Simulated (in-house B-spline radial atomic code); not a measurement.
The numbers below are computed, except where a source is named.
Stopping and range of 30 keV Zn in Ge

The pair potential comes from two frozen, spherical free-atom densities (PBE, B-spline radial code, scalar-relativistic past argon): electrostatics plus the change in Thomas-Fermi kinetic and Dirac exchange energy where they overlap, the recipe behind the universal ZBL potential, which averages such potentials (from solid-state densities) over many pairs. It is written V = (Z1 Z2 e²/r) φ(r/a), with e² = 14.3996 eV·Å and a = 0.46850 Å/(Z1^0.23 + Z2^0.23); ZBL's fit is φ = 0.18175 e^(−3.1998x) + 0.50986 e^(−0.94229x) + 0.28022 e^(−0.4029x) + 0.02817 e^(−0.20162x). Where φ falls below 4e-4 it is continued as an exponential.

The target is taken as amorphous, with density 5.3234 g/cm³ (NSM archive of the Ioffe Institute); channelling is ignored. Masses: Zn 65.38, Ge 72.63 u. Nuclear stopping is S_n = 4π a Z1 Z2 e² M1/(M1 + M2) × s_n(ε), with s_n integrated over impact parameters for each pair. Electronic stopping is Lindhard and Scharff's S_e = Z1^(1/6) 8π e² a0 Z1 Z2/(Z1^(2/3) + Z2^(2/3))^(3/2) × v/v0, with a0 = 0.529177 Å and v = v0 at 24.801 keV/u; it misses the oscillations with Z1 seen in experiment, which reach tens of per cent. Compounds add by atom fraction.

| target atom | a (Å) | ε at this energy | s_n, this pair | s_n, ZBL potential |
| --- | --- | --- | --- | --- |
| Ge | 0.10634 | 0.1215 | 0.3413 | 0.3271 |

(1) What are the atom density and the stopping powers at entry?

Along the track:

```json
{"E (keV)": "1.5", "N S_n (eV/nm)": "509", "N S_e (eV/nm)": "49.6"}
{"E (keV)": "4.5", "N S_n (eV/nm)": "799", "N S_e (eV/nm)": "86"}
{"E (keV)": "9", "N S_n (eV/nm)": "1000", "N S_e (eV/nm)": "122"}
{"E (keV)": "15", "N S_n (eV/nm)": "1150", "N S_e (eV/nm)": "157"}
{"E (keV)": "22.5", "N S_n (eV/nm)": "1260", "N S_e (eV/nm)": "192"}
{"E (keV)": "30", "N S_n (eV/nm)": "1320", "N S_e (eV/nm)": "222"}
```

(2) Estimate the path length and the projected range.

Answers

(1) N = 5.3234 × 0.602214/72.63 = 0.04414 atoms/Å³. For Ge: S_n = 8751 × 0.3413 = 2987 eV·Å², S_e = 2.9031 × √30000 = 502.8 eV·Å². Averaged over the target's atoms and times N × 10 Å/nm, the ion loses N S_n = 1320 eV/nm to recoils and N S_e = 222 eV/nm to electrons; the nuclear share is 86 %.

(2) With continuous slowing down the path is the integral of dE/(N (S_n + S_e)). Trapezoids over the table give 24.4 nm, and the stretch below the first row, with stopping taken as √E, adds 2E/(N S) = 5.4 nm: 29.7 nm in all, against 29.1 nm on a fine grid from 5 eV. Deflections shorten the depth: to first order in the energy passed on, N (S_n + S_e) dR_p/dE = 1 − N S_n (M2/M1) R_p/(2E), summed over the target's atoms, and integrating this on the fine grid gives R_p = 16.1 nm, 0.55 of the path. Lindhard's rule of thumb R/(1 + M2/3M1), with mean M2/M1 = 1.11, gives 21.3 nm. On the ZBL potential the same equation gives 16.6 nm, and the full integral equation, which keeps hard collisions, 17.6 nm.
